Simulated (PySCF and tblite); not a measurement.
¹³C shifts against TMS: measured, and computed as averages over conformers at 298.15 K (GIAO wB97X-D/pcSseg-1 (IEF-PCM, chloroform); weights PBE0-D3(BJ)/def2-TZVP (IEF-PCM, chloroform) // PBE0-D3(BJ)/def2-SVP; PySCF, tblite).

```
                                         molecule         atom  computed (ppm)  measured (ppm)
                [CH3:1][CH2:2][CH2:3][CH:4]=[O:5]           C1            15.5            13.3
                [CH3:1][CH2:2][CH2:3][CH:4]=[O:5]           C2            17.9               ?
[CH3:1][CH:2]([CH3:3])[O:4][CH:5]([CH3:6])[CH3:7]  C1/C3/C6/C7            24.2              23
     [CH2:1]=[CH:2][C:3]([CH3:4])([CH3:5])[CH3:6]     C4/C5/C6            30.7            29.2
     [CH2:1]=[CH:2][C:3]([CH3:4])([CH3:5])[CH3:6]           C3            34.9            33.7
                [CH3:1][CH2:2][CH2:3][CH:4]=[O:5]           C3            49.8            45.7
[CH3:1][CH:2]([CH3:3])[O:4][CH:5]([CH3:6])[CH3:7]        C2/C5            68.3            68.5
     [CH2:1]=[CH:2][C:3]([CH3:4])([CH3:5])[CH3:6]           C1           117.4           108.9
     [CH2:1]=[CH:2][C:3]([CH3:4])([CH3:5])[CH3:6]           C2           162.2           149.9
```

Fit a straight line to the complete rows and predict the measured shift of C2 in CCCC=O.

measured = 0.88 + 0.9248·computed (8 points, rms 1.8 ppm, correlation 0.999). At 17.9 this gives 17.4 ppm; the measured value is 15.7 ppm, so the fit is off by 1.7.

Measured: Pretsch, Buehlmann, Badertscher, Structure Determination of Organic Compounds, 4th ed. (2009) (not stated per compound (mostly CDCl3 or CCl4)); Stadelmann, Balmer, Riniker, Ebert, PCCP 2022 (CDCl3).

For scale, the study of CCCC=O took 3.1 min on 1 thread of Arm Neoverse V2 (shared host) (rough), launched as `OMP_NUM_THREADS=1 python ens_run.py task.json out`.
